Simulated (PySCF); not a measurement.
## Si⁺: ionisation energy

Si⁺ [Ne] 3s2 3p1 (2P) → Si²⁺ [Ne] 3s2 (1S), as a difference of total energies. Computed with PySCF 2.14 in aug-cc-pwCVDZ (6s5p3d, 36 functions), with the non-relativistic Hamiltonian (point nucleus). Correlated levels: valence: [Ne] frozen. The calculations carry no spin-orbit coupling.

```tsv
method	ionisation energy (eV)
UHF	15.821
MP2 (valence)	16.002
SCS-MP2 (valence)	15.983
CCSD (valence)	16.114
CCSD(T) (valence)	16.134
CCSDT (valence)	16.143
```

Problem. How much does correlation contribute at CCSD(T) (valence)?

Solution. 16.134 − (15.821) = 0.313 eV, measured against UHF.

Errors of the correlated levels include the incompleteness of this basis and the frozen core.

For comparison: 16.322 eV (measured; NIST levels, between the centres of gravity of the two terms).
